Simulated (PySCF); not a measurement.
# LiSn⁺: input and log

State: ³Π (triplet), unpaired electrons σ ↑, π ↑.

An equivalent input (the run itself took its basis sets from the Basis Set Exchange, started from a PBE0 density and held the occupation σ 6α 5β, πx 2α 2β, πy 3α 2β, δx 1α 1β, δy 1α 1β):

```python
from pyscf import gto, dft, mp
mol = gto.M(atom='Li 0 0 0; Sn 0 0 3.019', basis={'Li': 'def2-SVP', 'Sn': 'def2-SVP'}, ecp={'Sn': 'def2-SVP'},
            charge=1, spin=2, verbose=4, symmetry='C2v')
mf = dft.UKS(mol, xc='0.53*HF + 0.47*B88, 0.73*LYP')
mf.grids.atom_grid = (80, 434)
mf.grids.prune = dft.gen_grid.treutler_prune
mf.irrep_nelec = {'A1': (7, 6), 'A2': (1, 1), 'B1': (2, 2), 'B2': (3, 2)}
mf.conv_tol = 1e-9
mf.max_cycle = 60
mf.diis_space = 10
mf.kernel()
pt = mp.MP2(mf, frozen=4).run()
e_total = mf.e_tot + 0.27*pt.e_corr
```

The log (some set-up lines and the per-cycle HOMO/LUMO lines removed):

```
******** <class 'pyscf.dft.uks_symm.SymAdaptedUKS'> ********
method = SymAdaptedUKS
damping factor = 0
level_shift factor = 0
DIIS = <class 'pyscf.scf.diis.CDIIS'>
diis_start_cycle = 1
diis_space = 10
diis_damp = 0
SCF conv_tol = 1e-09
SCF conv_tol_grad = None
SCF max_cycles = 60
number electrons alpha = 13  beta = 11
Set gradient conv threshold to 3.16228e-05
init E= -221.25021300348
cycle= 1 E= -221.250868074698  delta_E= -0.000655  |g|= 0.00704  |ddm|= 0.0943
cycle= 2 E= -221.250889936364  delta_E= -2.19e-05  |g|= 0.00185  |ddm|= 0.0213
cycle= 3 E= -221.250892557017  delta_E= -2.62e-06  |g|= 0.00055  |ddm|= 0.00324
cycle= 4 E= -221.250893174208  delta_E= -6.17e-07  |g|= 0.000157  |ddm|= 0.00247
cycle= 5 E= -221.250893277938  delta_E= -1.04e-07  |g|= 2.23e-05  |ddm|= 0.00106
cycle= 6 E= -221.250893279557  delta_E= -1.62e-09  |g|= 4.11e-06  |ddm|= 0.00012
cycle= 7 E= -221.250893279588  delta_E= -3.14e-11  |g|= 9.1e-07  |ddm|= 1.62e-05
Extra cycle  E= -221.25089327959  delta_E= -1.88e-12  |g|= 3.19e-07  |ddm|= 3.68e-06
converged SCF energy = -221.25089327959  <S^2> = 2.004218  2S+1 = 3.0028107
```

Repeating this along the bond gives Re = 3.021 Å and ωe = 210 cm⁻¹.

A point of this curve took 0.36 CPU seconds beside 0.065 for the integrals, on Intel Xeon Platinum 8488C (shared host).

Correlated steps freeze 4 core orbitals. Spin–orbit coupling is left out. B2PLYP dipoles, levels and charges come from its SCF part alone. The state was picked by a PBE0 search and need not be the measured ground state.
